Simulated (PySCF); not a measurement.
**Peak assignment**

Atoms are numbered as in `[N:1]#[C:2][c:3]1[cH:4][cH:5][o:6][cH:7]1`. Each H is labelled by its parent atom.

Single conformer, no solvent model, no relativistic terms. PBE0-D3(BJ)/def2-TZVP geometry; B97-2/pcSseg-2 with gauge-including orbitals; PySCF.

Chemical shifts δ = σref − σ; TMS for ¹³C, ¹H, all at this level.

Q: Assign these signals to the numbered atoms. ¹³C{¹H} NMR (computed): δ 156.9 (CH), 149.6 (CH), 119.6 (CH), 118.6 (C), 106.1 (C).

A: 
156.9 → C7, aromatic CH next to the ring oxygen
149.6 → C5, aromatic CH next to the ring oxygen
119.6 → C4, aromatic CH
118.6 → C2, nitrile carbon: typical of a nitrile
106.1 → C3, substituted aromatic carbon

C4 and C2 lie closer than the usual error of such a calculation, so a measured spectrum could show them in the other order.

Q: Assign these signals to the numbered atoms. ¹H NMR (500 MHz, computed): δ 7.96 (m, 1H), 7.54 (m, 1H), 6.83 (m, 1H).

A: 
7.96 → H(C7), hydrogen on an aromatic CH next to the ring oxygen: the ring current deshields protons in the ring plane
7.54 → H(C5), hydrogen on an aromatic CH next to the ring oxygen
6.83 → H(C4), hydrogen on an aromatic CH: aromatic region

Shifts are as computed. Against solution values, carbons near 30 ppm lie about +3 ppm off and those near 130 ppm about +7 ppm. Of 1211 compounds with measured shifts, 218 miss one by over three times the rms of a fit or turn the order of signals round; such compounds aren't used in these exercises. Multiplicities follow the n + 1 count of equivalent neighbours, as no J values were calculated; m marks all less simple cases, F and P coupling included.
